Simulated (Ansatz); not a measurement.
A nudged elastic band was laid between two geometries of CH7AlSiTe (11 atoms, charge 0, multiplicity 1).

Method: RKS CAM-B3LYP-D4/def2-SVP (Ansatz).

```
movable images  : 7
climbing image  : yes
spring          : 5.0 eV/Å²
optimiser       : quadratic models (default)
start path      : IDPP
force threshold : 0.05 eV/Å
iteration limit : 54
end points      : relaxed
```

Image 0:

```xyz
11
Properties=species:S:1:pos:R:3
C -0.967 1.937 0.514
Te 0.038 1.048 2.220
Al 0.889 -1.038 1.119
Si 0.505 -1.487 -1.257
H -0.867 3.025 0.605
H -0.506 1.603 -0.421
H -2.027 1.658 0.530
H 1.699 -2.014 2.064
H -0.491 -0.561 -1.869
H 1.779 -1.346 -2.024
H 0.013 -2.882 -1.460
```

Image 8:

```xyz
11
Properties=species:S:1:pos:R:3
C -0.465 2.170 0.326
Te 0.656 1.304 1.970
Al 0.888 -1.039 1.109
Si -0.039 -1.733 -1.046
H -1.390 2.596 0.729
H 0.144 2.960 -0.130
H -0.703 1.406 -0.422
H 1.683 -2.019 2.063
H -0.865 -0.673 -1.694
H 1.058 -2.088 -1.996
H -0.902 -2.941 -0.887
```

(1) Which bonds break or form, and what moves?

(2) Give the energies along the band, and the barrier.

The band took 4 iterations and of the order of 5 core-minutes.

## Answers

(1) No bond is made or broken. The dihedral H7–C1–Te2–Al3 goes from 94 to 3°.

(2) The run converged. The highest image is number 0 of 0 to 8, 0.000 eV above the first end and 0.002 eV above the last; the last end lies 0.002 eV below the first. The highest image is an end point: on this band no image between the ends rises above it.

```
image  path coordinate (Å)  energy (eV)  dihedral H7–C1–Te2–Al3 (°)
    0                 0.00        0.000                          94
    1                 0.32        0.000                          84
    2                 0.67       -0.001                          73
    3                 1.02       -0.001                          62
    4                 1.37       -0.001                          50
    5                 1.72       -0.001                          39
    6                 2.08       -0.001                          27
    7                 2.43       -0.002                          15
    8                 2.78       -0.002                           3
```

The run took 2.5 min on 2 threads of Arm Neoverse V1, with other jobs on the host, peak memory 0.34 GiB.
